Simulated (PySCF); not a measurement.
## Trend along the fifth-period p block: MLi molecules

PBE0 with double-zeta basis sets in PySCF, for the lowest determinant that a PBE0 search found; no spin–orbit coupling. De refers to high-spin ground-configuration atoms. A positive dipole means M(−)Li(+).

```json
{"M": "In", "basis": "def2-SVP", "state (unpaired electrons)": "singlet (closed shell)", "Re (Å)": "3.024", "ωe (cm⁻¹)": "265", "De (eV)": "0.87", "μ (D)": "2.26"}
{"M": "Sn", "basis": "def2-SVP", "state (unpaired electrons)": "quartet (σ ↑, π ↑↑)", "Re (Å)": "2.577", "ωe (cm⁻¹)": "369", "De (eV)": "1.48", "μ (D)": "5.92"}
{"M": "Sb", "basis": "def2-SVP", "state (unpaired electrons)": "triplet (π ↑↑)", "Re (Å)": "2.618", "ωe (cm⁻¹)": "395", "De (eV)": "1.52", "μ (D)": "6.55"}
{"M": "Te", "basis": "def2-SVP", "state (unpaired electrons)": "doublet (π ↑)", "Re (Å)": "2.481", "ωe (cm⁻¹)": "459", "De (eV)": "2.56", "μ (D)": "7.04"}
{"M": "I", "basis": "def2-SVP", "state (unpaired electrons)": "singlet (closed shell)", "Re (Å)": "2.384", "ωe (cm⁻¹)": "500", "De (eV)": "3.70", "μ (D)": "7.31"}
```

The shortest bond is that of LiI (2.384 Å), the longest that of LiIn (3.024 Å). LiI is bound most strongly (3.70 eV) and LiIn least (0.87 eV).

The state changes along the series, so neighbouring rows are not always alike in their bonding.

Closed-shell solutions of metal pairs were not tested for spin polarisation, which can lower them a little. Spin–orbit coupling is left out, which matters for elements this heavy, above all for dissociation energies. States were picked by a PBE0 search and need not be the measured ground states.
